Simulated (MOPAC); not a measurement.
Job for MOPAC: PM3 on AlH3Se2 (SMILES [SeH][AlH][SeH]), a point of a torsion scan.

```
PM3 1SCF PRECISE CHARGE=0 THREADS=1
AlH3Se2

Se    -2.26250893 1    -0.30842048 1    -0.67927056 1
Al    -0.35911707 1     0.88355393 1    -0.17722695 1
Se     0.65963427 1     0.90971902 1     1.89646929 1
H     -2.30517174 1    -0.80056592 1     0.68207648 1
H      0.33110185 1     1.73030418 1    -1.25053192 1
H      1.59657453 1     1.88630615 1     1.40874029 1
```

Program output:

```
*******************************************************************************
 **                                                                           **
 **                              MOPAC v23.2.5                                **
 **                                                                           **
 *******************************************************************************
 ** MOPAC's Digital Object Identifier: https://doi.org/10.5281/zenodo.6511958 **
 **                                                                           **
 ** Please cite the open-source release paper for use of this MOPAC version:  **
 ** J. E. Moussa and J. J. P. Stewart (2026)                                  **
 ** MOPAC: An open-source semiempirical molecular orbital program             **
 ** J. Open Source Softw., 11(119), 8025, https://doi.org/10.21105/joss.08025 **
 *******************************************************************************

                              PM3 CALCULATION RESULTS

 *******************************************************************************
 *  PM3        - The PM3 Hamiltonian to be used
 *
 *
 *
 *                 CHARGE ON SYSTEM = 0
 *
 *
 *
 *  PRECISE    - TIGHTER CRITERIA TO BE USED
 *  1SCF       - DO 1 SCF AND THEN STOP
 *  THREADS=1  - MULTI-THREADING NOT USED
 *  T=         - A TIME OF 172800.0 SECONDS REQUESTED
 *  DUMP=N     - RESTART FILE WRITTEN EVERY 7200.0 SECONDS REQUESTED
 *******************************************************************************
PM3 1SCF PRECISE CHARGE=0 THREADS=1
 AlH3Se2

   ATOM   CHEMICAL          X               Y               Z
  NUMBER   SYMBOL      (ANGSTROMS)     (ANGSTROMS)     (ANGSTROMS)

     1      Se         -2.26250893  *  -0.30842048  *  -0.67927056  *
     2      Al         -0.35911707  *   0.88355393  *  -0.17722695  *
     3      Se          0.65963427  *   0.90971902  *   1.89646929  *
     4       H         -2.30517174  *  -0.80056592  *   0.68207648  *
     5       H          0.33110185  *   1.73030418  *  -1.25053192  *
     6       H          1.59657453  *   1.88630615  *   1.40874029  *



          CARTESIAN COORDINATES

    NO.       ATOM           X           Y           Z

     1        Se         -2.2625     -0.3084     -0.6793
     2        Al         -0.3591      0.8836     -0.1772
     3        Se          0.6596      0.9097      1.8965
     4         H         -2.3052     -0.8006      0.6821
     5         H          0.3311      1.7303     -1.2505
     6         H          1.5966      1.8863      1.4087

  H: (PM3): J. J. P. STEWART, J. COMP. CHEM. 10, 209 (1989).
 Al: (PM3): J. J. P. STEWART, J. COMP. CHEM. 10, 209 (1989).
 Se: (PM3): J. J. P. STEWART, J. COMP. CHEM. 12, 320-341 (1991).

           Empirical Formula: H3 Se2 Al  =     6 atoms



      MOLECULAR POINT GROUP   :   C1


      RHF CALCULATION, NO. OF DOUBLY OCCUPIED LEVELS = 9


 -------------------------------------------------------------------------------
 PM3 1SCF PRECISE CHARGE=0 THREADS=1
 AlH3Se2



     1SCF WAS SPECIFIED, SO BFGS WAS NOT USED
     SCF FIELD WAS ACHIEVED


                              PM3 CALCULATION
                                                       MOPAC v23.2.5 Linux




          FINAL HEAT OF FORMATION =         53.59395 KCAL/MOL =     224.23711 KJ/MOL


          COSMO AREA              =        130.84 SQUARE ANGSTROMS
          COSMO VOLUME            =        122.88 CUBIC ANGSTROMS

          IONIZATION POTENTIAL    =          9.748420 EV
          HOMO LUMO ENERGIES (EV) =         -9.748 -3.689
          NO. OF FILLED LEVELS    =          9
          MOLECULAR WEIGHT        =        187.9252         POINT GROUP:  C1

          MOLECULAR DIMENSIONS (Angstroms)

            Atom       Atom       Distance
            H     6   Se     1     4.90603
            H     5    H     4     3.37784
           Se     3    H     6     0.10815


          SCF CALCULATIONS        =          1





   ATOM   CHEMICAL          X               Y               Z
  NUMBER   SYMBOL      (ANGSTROMS)     (ANGSTROMS)     (ANGSTROMS)

     1      Se         -2.26250893  *  -0.30842048  *  -0.67927056  *
     2      Al         -0.35911707  *   0.88355393  *  -0.17722695  *
     3      Se          0.65963427  *   0.90971902  *   1.89646929  *
     4       H         -2.30517174  *  -0.80056592  *   0.68207648  *
     5       H          0.33110185  *   1.73030418  *  -1.25053192  *
     6       H          1.59657453  *   1.88630615  *   1.40874029  *

                             CARTESIAN COORDINATES

   1   Se       -2.262508930    -0.308420480    -0.679270560
   2   Al       -0.359117070     0.883553930    -0.177226950
   3   Se        0.659634270     0.909719020     1.896469290
   4    H       -2.305171740    -0.800565920     0.682076480
   5    H        0.331101850     1.730304180    -1.250531920
   6    H        1.596574530     1.886306150     1.408740290


           Empirical Formula: H3 Se2 Al  =     6 atoms



      MOLECULAR POINT GROUP   :   C1


                  EIGENVALUES
 -19.77867 -19.38875 -14.06917 -13.16836 -12.40871 -11.11262 -11.01563 -10.75859
  -9.74842  -3.68940  -3.49520  -1.81087  -0.41817  -0.27110   2.84990


              NET ATOMIC CHARGES AND DIPOLE CONTRIBUTIONS

  ATOM NO.   TYPE          CHARGE      No. of ELECS.   s-Pop       p-Pop
    1         Se          -0.048086        6.0481     1.89311     4.15498
    2         Al           0.221818        2.7782     0.30564     2.47255
    3         Se          -0.064736        6.0647     1.90177     4.16296
    4          H          -0.019294        1.0193     1.01929
    5          H          -0.068576        1.0686     1.06858
    6          H          -0.021126        1.0211     1.02113
 DIPOLE           X         Y         Z       TOTAL
 POINT-CHG.    -0.123     0.043    -0.416     0.436
 HYBRID         0.824     0.505     0.508     1.092
 SUM            0.702     0.547     0.092     0.894


          ATOMIC ORBITAL ELECTRON POPULATIONS

     Atom    s        px        py        pz
    1 Se   1.89311   1.49518   1.55253   1.10727
    2 Al   0.30564   0.80188   0.73210   0.93856
    3 Se   1.90177   1.38637   1.41263   1.36397
    4  H   1.01929
    5  H   1.06858
    6  H   1.02113

 **********************
 *                    *
 * JOB ENDED NORMALLY *
 *                    *
 **********************




 == MOPAC DONE ==
```

The run finished.

Cost: very roughly 0.03 core-seconds.
